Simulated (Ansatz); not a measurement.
Reaction (formal exchange of groups at a B–C bond): `BC(C)C=N` + `O=C=CF` → `BC=C=O` + `CC(F)C=N`

Computed with Ansatz on PBE0-D4/def2-TZVP structures; ΔE is electronic, products minus reactants. CCSD(T)/CBS adds triple-zeta CCSD(T) − MP2 to the extrapolated MP2 energy (def2 sets, frozen cores). DFT in def2-TZVPP. One conformer a species, not always the lowest.

```csv
species,PBE energy (Eh)
`BC(C)C=N`,-198.48191
`O=C=CF`,-251.65591
`BC=C=O`,-177.90915
`CC(F)C=N`,-272.29539
```

**Question.** Work out ΔE.

**Answer.** ΔE = (-177.90915) + (-272.29539) − (-198.48191) − (-251.65591) = -0.06672 Eh = -175.2 kJ/mol. CCSD(T)/CBS gives -174.8 kJ/mol.

Largest T1 diagnostic among the species: 0.017.
